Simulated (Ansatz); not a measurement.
C$_{3}$H$_{10}$BNSi (`BN([SiH3])CC=C`), 16 atoms. Total charge 0; spin multiplicity 1. All runs use 4 threads of an AMD EPYC 9R45 on a shared host. Correlated methods freeze the cores.

Q: How many basis functions does each run have, and how long does it take in Ansatz? RKS SPW92 (LDA)/def2-TZVPP energy; RKS PBE0-D4/def2-QZVPP energy; RKS ωB97M-V/def2-SVP energy; RKS PBE0-D4/def2-SVP energy; RKS PBE0-D4/def2-TZVP frequencies; RHF-CCSD(T)/def2-TZVPP energy; RHF-CCSD(T)/def2-SVP energy; RKS r2SCANh-D4/def2-TZVPP energy; RHF-MP2/def2-QZVPP energy; direct RPA on PBE orbitals/def2-TZVPP energy; RKS PBE0-D4/def2-TZVP relaxation (11 steps); RKS B2PLYP (frozen core)/def2-TZVPP energy. (Estimate.)

A: Ansatz gave: Other jobs shared the machine, so times are rough.

```tsv
level	job	functions	wall time	peak host memory (GiB)
RKS PBE0-D4/def2-SVP	energy	138	0.65 s	0.37
RKS SPW92 (LDA)/def2-TZVPP	energy	337	1.8 s	0.55
RKS ωB97M-V/def2-SVP	energy	138	2.1 s	0.5
RKS r2SCANh-D4/def2-TZVPP	energy	337	3.1 s	1.1
RKS B2PLYP (frozen core)/def2-TZVPP	energy	337	3.9 s	1.2
direct RPA on PBE orbitals/def2-TZVPP	energy	337	4 s	1.2
RHF-CCSD(T)/def2-SVP	energy	138	5.5 s	1.1
RKS PBE0-D4/def2-QZVPP	energy	655	6 s	2.9
RHF-MP2/def2-QZVPP	energy	655	18 s	6.7
RKS PBE0-D4/def2-TZVP	relaxation (11 steps)	252	28 s	0.85
RKS PBE0-D4/def2-TZVP	frequencies	252	2.8 min	0.87
RHF-CCSD(T)/def2-TZVPP	energy	337	6.2 min	5.6
```
